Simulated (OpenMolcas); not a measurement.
O3+: the spin-orbit constant, worked from levels

| Item | Value |
| --- | --- |
| Program | OpenMolcas |
| Basis | ANO-RCC-VTZP [4s3p2d1f] |
| Scalar Hamiltonian | DKH2, point nucleus |
| Active space | 3 electrons in 8 orbitals (2s 2p 3s 3p) |
| State averaging | 2S+1 = 4 odd, 1 root; 2S+1 = 2 odd, 11 roots; 2S+1 = 4 even, 3 roots; 2S+1 = 2 even, 9 roots |
| Spin-orbit coupling | RASSI with atomic mean-field integrals over the reference wave functions, term energies averaged over their components |

Methods: CASSCF; MS-CASPT2, IPEA 0.25 Eh, imaginary shift 0.1 Eh (closed shells correlated: 1s). Measured levels: Moore, Selected Tables of Atomic Spectra, NSRDS-NBS 3, section 10.

**The spin-orbit constant.** For the Hund term ²P° of p1, E(J) = (A/2) J(J+1) + constant and ζ = 2S·A = A. From J = 1/2 to J = 3/2 the energy changes by 1.5 A.

```tsv
Source	E(3/2) - E(1/2)	A	ζ
CASSCF	376.1	250.7	251
MS-CASPT2	377.1	251.4	251
measured	385.9	257.3	257
```

All in cm-1. MS-CASPT2 is off by -2.3 % and CASSCF by -2.5 %. Both methods take the spin-orbit matrix elements from the reference wave functions, so the second can move ζ only through the term energies and any multistate remixing.

Active for correlation alone: 3p 3s; no level in the range computed is led by a configuration that fills them, so any true level of that kind is missing. Measured partners are found by configuration, term and J. A level has none where our copy of the source lacks it or the pairing is in doubt (some pairs that miss far off the trend of their configuration count as doubtful), and it then counts in no deviation. Levels of configurations outside the active space are missing.

° marks odd parity.
